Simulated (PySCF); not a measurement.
`COC[C@H]1CC[SiH2]C1`. The calculation used PySCF, PBE0-D3(BJ)/def2-SVP geometry optimisation, gas phase.

```
atom  x, y, z in Å
C1     3.4212   -0.1009    0.6577
O2     2.0940   -0.5073    0.5658
C3     1.3472    0.2310   -0.3562
C4    -0.0862   -0.2565   -0.3558
C5    -0.7673   -0.1140    1.0112
C6    -2.2360   -0.5416    0.8828
Si7   -2.7299    0.1224   -0.8268
C8    -0.9514    0.4627   -1.4053
H9     3.9552   -0.2011   -0.3087
H10    3.9220   -0.7380    1.4002
H11    3.5116    0.9551    0.9838
H12    1.3710    1.3139   -0.1009
H13    1.7805    0.1357   -1.3746
H14   -0.0589   -1.3347   -0.6024
H15   -0.2216   -0.6886    1.7746
H16   -0.7118    0.9477    1.3173
H17   -2.3155   -1.6419    0.8761
H18   -2.8613   -0.1802    1.7126
H19   -3.5636    1.3649   -0.7744
H20   -3.4556   -0.8807   -1.6681
H21   -0.7338    0.1326   -2.4324
H22   -0.7646    1.5507   -1.3679
```

**Question.** Which two atoms are farthest apart?

**Answer.** H10···H19, 8.07 Å; the next longest distance is 7.99 Å.

**Question.** Work out the bond lengths O2–C3, C4–H14, C5–C6, C5–H15, C8–H21 in bohr.

**Answer.** For O2–C3 the difference vector is (-0.7468, 0.7384, -0.9220) Å, of length 1.3975 Å. 1 bohr = 0.529177 Å. O2–C3 2.641; C4–H14 2.091; C5–C6 2.901; C5–H15 2.079; C8–H21 2.080 bohr.

**Question.** Where is the centre of mass (commonest isotopes), and what is the radius of gyration?

**Answer.** Mass 130.081 u; centre at (-0.264, -0.060, -0.073) Å; Rg = √(Σ m r²/M) = 2.365 Å. As Ia + Ib + Ic = 2 Σ m r², the three principal moments sum to 1454.6 u·Å².

**Question.** What is the repulsion energy of the bare nuclei, Σ ZA·ZB/RAB?

**Answer.** 467.47 Eh over 231 pairs, with full nuclear charges and distances in bohr; the largest single term is 23.40 Eh (C6 with Si7, or a pair equal to it).

**Question.** Give the dihedral angles C3–C4–C8–Si7, H16–C5–C6–H17, H9–C1–O2–C3, C1–O2–C3–C4.

**Answer.** C3–C4–C8–Si7 -162° (antiperiplanar); H16–C5–C6–H17 -163° (antiperiplanar); H9–C1–O2–C3 -60° (synclinal); C1–O2–C3–C4 -178° (antiperiplanar). Dihedral signs follow IUPAC: positive where, seen along the central bond, the front bond turns clockwise onto the rear one.

**Question.** What are the angles C1–O2–C3, H12–C3–H13, O2–C3–H13, C8–C4–H14, C4–C8–H22, C4–C8–Si7?

**Answer.** From the scalar product of the two bond vectors; for C1–O2–C3 it is -0.7757 Å² over 1.3911 × 1.3975 Å², cos θ = -0.3990. C1–O2–C3 113.5°; H12–C3–H13 106.6°; O2–C3–H13 110.6°; C8–C4–H14 108.5°; C4–C8–H22 110.0°; C4–C8–Si7 103.6°.

**Question.** Write the matrix of distances between heavy atoms (Å, lower triangle).

**Answer.** 
```
C1    0.000
O2    1.391  0.000
C3    2.332  1.398  0.000
C4    3.654  2.380  1.514  0.000
C5    4.203  2.922  2.542  1.534  0.000
C6    5.679  4.342  3.869  2.497  1.535  0.000
Si7   6.332  5.060  4.106  2.712  2.699  1.899  0.000
C8    4.868  3.755  2.537  1.539  2.491  2.810  1.901  0.000
```

No PBE0-D3(BJ)/def2-SVP frequencies stand behind this structure, so it isn't proved a minimum. The numbers are those of one conformer.
